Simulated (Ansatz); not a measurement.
Energy profile

The step: SiNH₅ ([NH2][SiH3]) + H₂O + HF → SiH₃F ([F][SiH3]) + H₂O + NH₃ (still joined by a long Si–N bond); bonds formed: Si1–F7, N2–H8, H6–O9; bonds broken: H6–F7, H8–O9; bonds weakened to dative contacts: Si1–N2 (atoms numbered as in the saddle structure below).

```
12
angstrom
Si -1.0247 0.4924 -0.6868
N 0.2188 -0.8466 -0.6061
H -1.1621 0.5194 -2.1911
H -2.3905 0.1441 -0.2489
H -0.4459 1.8288 -0.4227
H 0.4271 0.2075 1.5676
F -0.7326 0.3490 1.4331
H 1.1046 -0.4834 0.2854
O 1.5280 -0.1067 1.3366
H 0.5728 -1.0881 -1.5240
H -0.1826 -1.6860 -0.1995
H 2.0872 0.6698 1.2565
```

Electronic energies by CCSD(T) at an estimated basis limit (MP2 extrapolated from triple and quadruple zeta, plus CCSD(T) − MP2 in triple zeta), on PBE0-D4/def2-TZVP structures; SiNH$_{8}$OF, closed shell; no counterpoise correction. Ansatz 0.2.0; basis: def2-TZVPP and def2-QZVPP; cores frozen in the correlated methods. Extrapolation: Hartree–Fock as exp(−7.88 √X), correlation as X^−2.97.

Task: Give the profile in kJ/mol, counted from the separated reactants. (An estimate is asked for; the value comes from the calculation.)

Result: Computed:
```json
{"point": "separated: SiNH$_{5}$ (linked as [NH2][SiH3]; Si1, N2, H3, H4, H5, H10, H11; singlet) + HF (H6, F7; singlet) + H$_{2}$O (H8, O9, H12; singlet)", "kJ/mol": "0.0"}
{"point": "start structure", "kJ/mol": "-72.7"}
{"point": "saddle", "kJ/mol": "-4.6"}
{"point": "end structure", "kJ/mol": "-84.4"}
{"point": "separated: SiH$_{3}$F (linked as [F][SiH3]; Si1, H3, H4, H5, F7; singlet) + NH$_{3}$ (N2, H8, H10, H11; singlet) + H$_{2}$O (H6, O9, H12; singlet)", "kJ/mol": "-84.9"}
```

No T1 diagnostic of these runs exceeds 0.011.

Steps of this kind, hydrogen fluoride cutting a network bond, underlie vapour etching and the fluorination step of atomic layer etching.

For scale, one of the runs: CCSD(T)/def2-TZVPP, 247 basis functions, launched by `ansatz run in.yaml --threads 4 --pin off --events-out ev --progress --plain --max-ram 9574MiB`. Time: 2.4 min of wall clock on 4 CPU threads of an Intel Xeon; the host was shared. Peak host memory: 5.3 GiB.
